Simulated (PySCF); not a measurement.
SMILES c1c(cc(cc1)C=C)C, singlet (GFN2-xTB optimised geometry):

```
19

C     -2.669    -1.917    -0.001
C     -1.355    -1.727    -0.001
C     -0.656    -0.447     0.000
C     -1.316     0.782     0.000
C     -0.596     1.961     0.001
C      0.787     1.940     0.001
C      1.471     0.730     0.000
C      2.970     0.706     0.019
C      0.740    -0.447     0.000
H     -3.376    -1.106    -0.001
H     -3.091    -2.907    -0.003
H     -0.703    -2.593    -0.002
H     -2.394     0.818    -0.001
H     -1.118     2.907     0.000
H      1.342     2.867     0.000
H      3.350    -0.260    -0.304
H      3.376     1.480    -0.629
H      3.333     0.893     1.031
H      1.264    -1.394    -0.001
```

Computed with CAM-B3LYP/def2-SVP in PySCF 2.14.0.

**Question.** What are the frontier orbital energies and the dipole moment?

**Answer.** HOMO-2 -9.88 eV, HOMO-1 -8.25 eV, HOMO -7.55 eV, LUMO 0.24 eV, LUMO+1 1.26 eV; dipole moment 0.52 D.

Meta-Löwdin charges at CAM-B3LYP/def2-SVP: C1 -0.23, C2 -0.09, C3 0.01, C4 -0.11, C5 -0.10, C6 -0.12, C7 0.03, C8 -0.29, C9 -0.12, H10 0.10, H11 0.11, H12 0.10, H13 0.10, H14 0.10, H15 0.10, H16 0.10, H17 0.10, H18 0.11, H19 0.09.
